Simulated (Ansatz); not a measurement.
PtBr2. Charge 0, multiplicity 5. Geometry B3LYP-D4/def2-TZVP; atoms count from 1.

Cartesian coordinates in Å:
```
Pt 0.123 0.627 0.820
Br 1.771 -0.823 -0.295
Br -1.894 0.196 -0.525
```

In the def2 sets Pt takes a core potential; there is no spin–orbit coupling. At PBE0-D4/def2-TZVP a triplet of charge 0 lies 3.52 eV below the quintet, each at its own geometry. The structure comes from a short search, and lower isomers may exist.

(1) Estimate the Mulliken populations from the PBE0/def2-TZVP orbitals of Ansatz.

(2) Where does the spin sit?

(3) And the Mayer bond orders between bonded heavy atoms (over 0.3)?

Answers

(1) 
| atom | charge (e) | spin (α − β) | d electrons |
| --- | --- | --- | --- |
| Pt1 | 0.32 | 2.57 | 8.11 |
| Br2 | -0.16 | 0.71 | – |
| Br3 | -0.16 | 0.71 | – |
Mulliken values and Mayer orders depend strongly on the basis.

(2) Summed by element: Pt 2.57, Br 1.43, of 4 unpaired in all. Largest on single atoms: Pt1 2.57, Br2 0.71, Br3 0.71.

(3) Pt1–Br2 1.09 (2.46 Å); Pt1–Br3 1.09 (2.46 Å).
